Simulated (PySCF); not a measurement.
SnCl4 (singlet). Computed with PBE0 in PySCF with Sn def2-TZVP with ECP28, Cl def2-TZVP; scalar-relativistic core potentials, no spin–orbit coupling; density-fitted integrals.

Harmonic bands of its minimum:

```tsv
ω (cm⁻¹)	IR (km/mol, summed over degenerate members)	degeneracy
95	0.0	2
125	31.9	3
368	0.0	1
405	197	3
```

**Question.** The central atom is Sn. Infer the point group and assign the bands.

**Answer.** Td. The modes span e + 2t2 + a1: 95 e, 125 t2, 368 a1, 405 t2. The computed geometry has Sn–Cl 2.289 Å (×4); Cl–Sn–Cl 109.5° (×6).
